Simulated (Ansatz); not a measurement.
Input:

```yaml
crystal:
  periodic: [false, false, false]
  atoms:
    - { symbol: F, position_ang: [-1.723768, 0.386624, 1.773323] }
    - { symbol: Si, position_ang: [-0.400856, 0.983307, 0.998423] }
    - { symbol: C, position_ang: [-0.162081, 0.075321, -0.641221] }
    - { symbol: C, position_ang: [0.592223, -1.236547, -0.733479] }
    - { symbol: O, position_ang: [1.207421, 0.007766, -1.226265] }
    - { symbol: H, position_ang: [-0.588486, 2.398289, 0.739397] }
    - { symbol: H, position_ang: [0.782422, 0.785634, 1.812834] }
    - { symbol: H, position_ang: [-0.956026, 0.208671, -1.401502] }
    - { symbol: H, position_ang: [0.299475, -1.980003, -1.496856] }
    - { symbol: H, position_ang: [1.032875, -1.680262, 0.178346] }
basis:
  gaussian: { orbitals: STO-3G }
hamiltonian:
  xc: b3lyp
  dispersion: d4
neb:
  order_check: false
  images: 1
  f_tol: 0.03
  max_iterations: 60
  climbing: false
  final_atoms:
    - { symbol: F, position_ang: [-1.61263034, 0.55240595, 1.93768615] }
    - { symbol: Si, position_ang: [-0.36401967, 0.95126068, 0.94502221] }
    - { symbol: C, position_ang: [-0.32307537, -0.27727329, -0.50120132] }
    - { symbol: C, position_ang: [0.27442586, -1.73087808, -0.49271979] }
    - { symbol: O, position_ang: [1.08971403, -0.39853158, -1.10217557] }
    - { symbol: H, position_ang: [-0.55128104, 2.30861889, 0.46058809] }
    - { symbol: H, position_ang: [0.89807467, 0.85620434, 1.65270264] }
    - { symbol: H, position_ang: [-1.05699043, -0.07365614, -1.30638249] }
    - { symbol: H, position_ang: [0.9204107, -0.50625588, -2.10914386] }
    - { symbol: H, position_ang: [0.80857059, -1.7330949, 0.51862394] }
  initial_path:
    images:
      - { positions_ang: [[-1.723768, 0.386624, 1.773323], [-0.400856, 0.983307, 0.998423], [-0.162081, 0.075321, -0.641221], [0.592223, -1.236547, -0.733479], [1.207421, 0.007766, -1.226265], [-0.588486, 2.398289, 0.739397], [0.782422, 0.785634, 1.812834], [-0.956026, 0.208671, -1.401502], [0.299475, -1.980003, -1.496856], [1.032875, -1.680262, 0.178346]] }
      - { positions_ang: [[-1.63959065, 0.48826528, 1.77684745], [-0.3793218, 0.97555531, 0.94958889], [-0.33547216, -0.0394928, -0.62385589], [0.45618401, -1.37615435, -0.5961838], [0.98582322, -0.24812325, -1.23108865], [-0.48014308, 2.4421824, 0.63700572], [0.8380058, 0.7400338, 1.81459053], [-1.10986986, 0.10309208, -1.28133783], [0.90080243, -1.38742208, -1.7857633], [0.84678109, -1.74913641, 0.34319688]] }
      - { positions_ang: [[-1.61263034, 0.55240595, 1.93768615], [-0.36401967, 0.95126068, 0.94502221], [-0.32307537, -0.27727329, -0.50120132], [0.27442586, -1.73087808, -0.49271979], [1.08971403, -0.39853158, -1.10217557], [-0.55128104, 2.30861889, 0.46058809], [0.89807467, 0.85620434, 1.65270264], [-1.05699043, -0.07365614, -1.30638249], [0.9204107, -0.50625588, -2.10914386], [0.80857059, -1.7330949, 0.51862394]] }
```

Launched with:

```bash
$ ansatz run input.yaml --threads 1 --pin off --max-ram 2048MiB --backend cpu --events-out ev --progress --plain --runs-dir out
```

Hardware: 1 thread of Arm Neoverse V2, with other jobs on the host.

Task: Roughly how long does this run take, and how much memory?

Result: 15 s, with a peak of 0.098 GiB, for 7 band iterations.
